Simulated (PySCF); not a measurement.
**Two-component Hartree-Fock for F (fluorine, neutral)**

Start: [He] 2s2 2p5; 2p1/2 filled at m_j = -1/2, +1/2; 2p3/2 filled at m_j = -1/2, +1/2, +3/2. Calculated with PySCF 2.14 in x2c-SVPall-2c with one added diffuse shell of s type (4s2p1d, 15 functions): generalised Hartree-Fock with the X2C-1e Hamiltonian and a Gaussian nucleus; one run each with spin-orbit coupling (SO) switched off, then screened by Boettger's factors. This is a chosen level, not necessarily the ground level.

| spinor shell | electrons | ε, spin-free (eV) | ε, screened SO (eV) | weight of nominal j (screened SO) | rms radius, screened SO (bohr) |
| --- | --- | --- | --- | --- | --- |
| 1s1/2 | 2 | -718.20 | -718.20 | 1.000 | 0.204 |
| 2s1/2 | 2 | -41.874 | -41.871 | 1.000 | 1.12 |
| 2p1/2 | 2 | -19.705 | -19.691 | 0.662 | 1.22 |
| 2p3/2 | 3 | -19.705 | -19.717 | 0.774 | 1.22 |

```json
{"quantity": "E (hartree)", "spin-free": "-99.36805", "screened SO": "-99.36870"}
{"quantity": "M_J", "spin-free": "3/2", "screened SO": "3/2"}
{"quantity": "⟨J²⟩", "spin-free": "3.754", "screened SO": "3.754"}
{"quantity": "⟨L²⟩", "spin-free": "2.002", "screened SO": "2.002"}
{"quantity": "⟨S²⟩", "spin-free": "0.752", "screened SO": "0.752"}
```

Each row is a mean over spinors that exchange with the open shell spreads, by up to 5.242 eV (2s1/2).

Rows whose weight is well below 1 are mixtures of j = l ± 1/2: exchange outweighs spin-orbit coupling there, and the label is only the starting occupation.

Without spin-orbit coupling the j labels of p, d and f shells carry no meaning; the spin-free column gives the mean over the occupied spinors of each nl shell.
